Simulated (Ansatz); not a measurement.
Isolated molecules relaxed with PBE0-D4/def2-TZVP in Ansatz; ΔE leaves out vibrations. CBS: MP2 limit from def2 TZ/QZ plus the TZ coupled-cluster correction, frozen cores. This one scheme is used for every species, atoms too. For atomizations the MP2-based limit and the directly extrapolated one differ by several kJ/mol either way, and by 10 to 25 for some Ge, Se and Sn compounds, so smaller differences from it don't rank the levels. Functionals use def2-TZVPP. Open shells (•) are unrestricted, without spin–orbit coupling. Spin–orbit coupling would lower the free atoms: a little for C, F, O; strongly for Sn. def2 core potentials past Kr. For Sn outer-core shells are correlated without core-valence functions, so the limit isn't a true one: a few kJ/mol of doubt a bond, and 10 to 20 or more in all where bonds break to atoms. One conformer a species, not always the lowest.

Consider the atomization: `CC(C)(C)[O][Sn]([F])([F])[F]` → 4 C• + 3 F• + 9 H• + O• + Sn•.

`CC(C)(C)[O][Sn]([F])([F])[F]`:

Cartesian coordinates in Å:
```
C 1.397 -1.283 0.718
C 0.371 -0.235 0.323
C -0.793 -0.221 1.299
C 1.012 1.137 0.212
O -0.088 -0.667 -0.977
Sn -1.407 0.277 -1.995
F -3.102 0.425 -1.165
F -1.671 -0.667 -3.604
F -0.936 2.047 -2.471
H 1.815 -1.052 1.700
H 0.934 -2.271 0.759
H 2.210 -1.311 -0.009
H -1.274 -1.200 1.336
H -0.449 0.034 2.303
H -1.547 0.520 1.013
H 1.428 1.446 1.173
H 1.817 1.124 -0.526
H 0.283 1.897 -0.090
```

| species | PBE-D4 energy (Eh) |
| --- | --- |
| `CC(C)(C)[O][Sn]([F])([F])[F]` | -746.67543 |
| C• | -37.79597 |
| F• | -99.66912 |
| H• | -0.49962 |
| O• | -75.00967 |
| Sn• | -214.24935 |

Problem. Work out ΔE.

Solution. ΔE = 9 × (-0.49962) + 4 × (-37.79597) + 3 × (-99.66912) + (-75.00967) + (-214.24935) − (-746.67543) = 2.72859 Eh = +7163.9 kJ/mol. CCSD(T)/CBS gives +7049.4 kJ/mol.

Largest T1 diagnostic among the species: 0.014.

In def2-TZVPP, CCSD(T) changes the Hartree–Fock value by +1799.3 kJ/mol (the triples alone add +117.6 kJ/mol) and MP2 by +1953.2 kJ/mol; breaking electron pairs costs correlation energy, which Hartree–Fock lacks. At CCSD(T), def2-SVP lies −405.5 kJ/mol from the extrapolated value and def2-TZVPP −203.9 kJ/mol: correlation converges slowly with the basis, and small sets miss more of it in the bonded molecule than in its fragments.
